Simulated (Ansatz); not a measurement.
K2Se⁻, relaxed as a doublet with UKS r2SCAN-D4/def2-TZVPD in Ansatz, starting from the GFN2-xTB geometry. Force threshold 0.02 eV/Å.

The highest occupied level of the charge -1 doublet lies above zero (up to 0.56 eV). It is a level of α spin, whose loss leaves a singlet; that state wasn't run at this geometry and level. The electron is either unbound and held by the finite basis, or the level is raised by self-interaction error. The relaxation made no stability test and no search for a lower SCF solution. The structure comes from a short search, and lower isomers may exist.

Start:

```xyz
3

K    -2.078   -0.101    0.933
K     1.615   -2.645   -1.364
Se    0.463    2.745    0.431
```

Problem. Estimate the energy that the relaxation releases and the steps that it takes.

Solution. 39.0 kcal/mol, in 18 steps; 1.7 min on 4 threads of Arm Neoverse V1 on a shared host. No frequencies were taken in this run, so the end may be a saddle point.

Problem. Does the start keep its bonding and symmetry?

Solution. Bonds formed: K2–Se3 (atoms count from 1). The end is the same structure that another start reached, the lowest one found. Point group Cs at the start, C2v at the end, both within 0.05 Å.

Problem. Predict the relaxed structure.

Solution. 
```xyz
3

K    -2.0924    0.3661    1.0491
K     1.5281   -1.4791   -1.0502
Se    0.5643    1.1129    0.0012
```
Bond lengths (bridged metal pairs left out): 2 × K–Se 2.95 to 2.96 Å.
